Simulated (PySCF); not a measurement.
## Which determinant of CsP⁺ lies lowest?

Unrestricted PBE0; Cs def2-SVPD with ECP46, P def2-SVPD; scalar-relativistic core potentials (PySCF 2.14). Outer shells of the fragments: Cs+ closed shells only; P 3s2 3p3.

Followed along the bond (rough minima from three points):

```csv
2Ms+1,unpaired,⟨S²⟩ at the start,R at minimum (Å),Te (eV)
4,"σ ↑, π ↑↑",3.75,3.94,0.00
2,"σ ↓, π ↑↑",1.77,3.94,0.69
2,"σ ↑, π ↑↓",1.77,3.94,0.71
```

Solutions found at the starting distance of 3.370 Å, counted from the lowest of them; the search is not exhaustive and high or unbound solutions are not listed, so other states can lie among these:

```json
{"2Ms+1": "4", "unpaired": "σ ↑, π ↑↑", "term": "⁴Σ⁻", "E (eV)": "0.00", "⟨S²⟩": "3.75", "⟨Lz²⟩": "0.00", "μ (D)": "-1.56"}
{"2Ms+1": "2", "unpaired": "σ ↓, π ↑↑", "term": "mixed", "E (eV)": "0.70", "⟨S²⟩": "1.77", "⟨Lz²⟩": "0.00", "μ (D)": "-1.54"}
{"2Ms+1": "2", "unpaired": "σ ↑, π ↑↓", "term": "mixed", "E (eV)": "0.71", "⟨S²⟩": "1.77", "⟨Lz²⟩": "2.02", "μ (D)": "-1.54"}
{"2Ms+1": "2", "unpaired": "π ↑", "term": "²Π", "E (eV)": "1.74", "⟨S²⟩": "0.75", "⟨Lz²⟩": "1.01", "μ (D)": "-1.05"}
{"2Ms+1": "2", "unpaired": "σ ↑", "term": "mixed", "E (eV)": "1.96", "⟨S²⟩": "0.75", "⟨Lz²⟩": "2.00", "μ (D)": "-1.43"}
{"2Ms+1": "2", "unpaired": "π ↑", "term": "²Π", "E (eV)": "2.15", "⟨S²⟩": "0.75", "⟨Lz²⟩": "1.01", "μ (D)": "-1.80"}
```

A term symbol is given only where ⟨S²⟩ and ⟨Lz²⟩ are close to those of a pure state; real π, δ and φ orbitals otherwise mix terms. A positive dipole points towards P; it is taken about the centre of mass and depends on that origin.

Spin–orbit coupling is left out.
